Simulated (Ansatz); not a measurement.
Reaction: H4BGeO (SMILES O[BH][GeH2], doublet) → H4BGeO (SMILES O[B][GeH3], doublet)
Each species at its own B3LYP-D3(BJ)/def2-TZVP minimum (Ansatz, a quantum-chemistry and plane-wave program), one conformer.

Property: isomerisation energy (electronic), in kcal/mol. Open shells are spin-unrestricted; no spin-orbit coupling. Correlated methods leave the cores frozen (noble-gas shells, and filled d and f shells in the p block). No relativity. CBS(X,Y): correlation extrapolated as X^-3, Hartree-Fock from the larger set. A bracket is a step between two methods taken in the basis named. Double hybrids freeze cores in their MP2 part.

CCSD(T)/CBS(cc-pVTZ,cc-pVQZ) + [CCSDT(Q) - CCSD(T)]/cc-pVDZ (Ansatz) gives 22.9 kcal/mol.

Question: How far off this value is PBE/def2-TZVPD (Ansatz), in which direction, and how far these levels: r2SCAN/def2-TZVPD, wB97M-V/def2-TZVPD, B2PLYP/def2-TZVPD, CCSD(T)/CBS(cc-pVTZ,cc-pVQZ)?

Answer: PBE gives 22.2 kcal/mol, 0.7 kcal/mol below it. Differences of the others: r2SCAN/def2-TZVPD (Ansatz) -1.4; wB97M-V/def2-TZVPD (Ansatz) 0.9; B2PLYP/def2-TZVPD (Ansatz) -0.1; CCSD(T)/CBS(cc-pVTZ,cc-pVQZ) (Ansatz) 0.0 kcal/mol.
